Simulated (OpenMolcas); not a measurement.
## Pd6+: effect of the IPEA shift

- Program: OpenMolcas 26.06
- Basis: ANO-RCC-VTZP [7s6p4d2f1g]
- Scalar Hamiltonian: DKH2, point nucleus
- Active space: 4 electrons in 5 orbitals (4d)
- State averaging: 2S+1 = 5 even, 5 roots; 2S+1 = 3 even, 45 roots kept (CI in the orbitals of an earlier block); 2S+1 = 1 even, 50 roots kept (CI in the orbitals of an earlier block)
- Spin-orbit coupling: state interaction with AMFI integrals over the reference wave functions, term energies averaged over their components

Methods on the same reference wave functions:
A. CASSCF
B. MS-CASPT2, IPEA 0 Eh, imaginary shift 0.1 Eh (closed shells correlated: 4s 4p)
C. MS-CASPT2, IPEA 0.25 Eh, imaginary shift 0.1 Eh (closed shells correlated: 4s 4p)

Energies in cm-1 above 4d4 5D0.

| Level | A | B | C |
| --- | --- | --- | --- |
| 4d4 5D0 | 0.0 | 0.0 | 0.0 |
| 4d4 5D1 | 900 | 1002 | 985 |
| 4d4 5D2 | 2323 | 2490 | 2460 |
| 4d4 5D3 | 4021 | 4180 | 4150 |
| 4d4 5D4 | 5873 | 5980 | 5970 |
| 4d4 3P0(1) | 23263 | 19390 | 19990 |
| 4d4 3H4 [70 %] | 24145 | 21700 | 22090 |
| 4d4 3H5 | 26198 | 23980 | 24380 |
| 4d4 3P1(1) | 27397 | 23570 | 24210 |
| 4d4 3H6 | 27706 | 25640 | 26010 |
| 4d4 3F2(1) | 29089 | 25370 | 25970 |
| 4d4 3F4(1) [57 %] | 29833 | 26520 | 27070 |
| 4d4 3P2(1) | 32683 | 28520 | 29210 |
| 4d4 3G4 [63 %] | 33618 | 29830 | 30350 |
| 4d4 3G5 | 35011 | 31550 | 32020 |
| 4d4 1I6 | 39331 | 36690 | 36830 |
| 4d4 3D3 | 39872 | 33750 | 34450 |
| 4d4 3D2 [74 %] | 40499 | 34780 | 35400 |
| 4d4 3D1 | 41497 | 35470 | 36170 |
| 4d4 1G4(1) | 43254 | 39130 | 39560 |
| 4d4 1S0(1) | 47969 | 40760 | 41640 |
| 4d4 1D2(1) | 50180 | 44830 | 45140 |
| 4d4 1F3 | 55292 | 48140 | 48590 |
| 4d4 3P2(2) | 63344 | 54540 | 55200 |

Between B and C the level of the table that moves most is 4d4 1S0(1), by 880 cm-1 (lowest in B, highest in C). Moves below CASPT2's spread within the term are not significant.

From A to B the spin-free energies of the other terms of 4d4 shown, above 5D, scale by factors of 0.82 to 0.92, as is usual when dynamic correlation screens the repulsion within a d or f shell.

The lowest spin-free term lies below A's lowest term by 0.336 hartree in B, 0.327 hartree in C.

CASPT2 does not keep the components of a term degenerate, so their means are used; among the terms shown or strongly mixed into the levels shown the widest spread is 1500 cm-1 (4d4 1I, C). Terms from blocks run as CI alone lack orbitals of their own. Without dynamic correlation excited terms often stand tens of per cent too high (terms of higher spin than the ground term too low), and those without a measured partner can miss by more than the paired ones (holds for A). The CASPT2 spread within a term exceeds the gap to the next term for 4d4 3D and 4d4 1I, 4d4 1I and 4d4 1G(1), so the order of their levels is uncertain (holds for C). Only configurations of the active space appear. Levels that lie high or do not pair safely by name in every column are left out.

A share in square brackets marks a mixed level and gives the weight of the term that names it, the lowest over the columns. A number in round brackets counts repeated terms of one configuration in the order of the reference energies.
